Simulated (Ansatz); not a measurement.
Cartesian coordinates (Å):
```xyz
6

C     -0.9698    -0.1574    -0.0370
Si     0.7916     0.2020     0.0310
S      2.2043    -1.1507     0.0679
H     -1.7278     0.6201    -0.0562
H     -1.3353    -1.1786    -0.0614
H      1.0371     1.6647     0.0557
```
Charge 0, spin multiplicity 2.

The numbers are results of frozen-core CCSD(T)/def2-TZVPP // PBE0-D3(BJ)/def2-TZVP (Ansatz, an electronic-structure program), not measurements.

The HF energy is -726.09510 Ha and the MP2 correlation energy comes out as -0.42002 Ha.

Q: Estimate the CCSD correlation energy, the (T) correction, the total energy and the T1 diagnostic.

A: 
The CCSD correlation energy is -0.46213 Ha, the (T) correction is -0.02219 Ha and the CCSD(T) total energy comes out as -726.57942 Ha. The T1 diagnostic is 0.022.
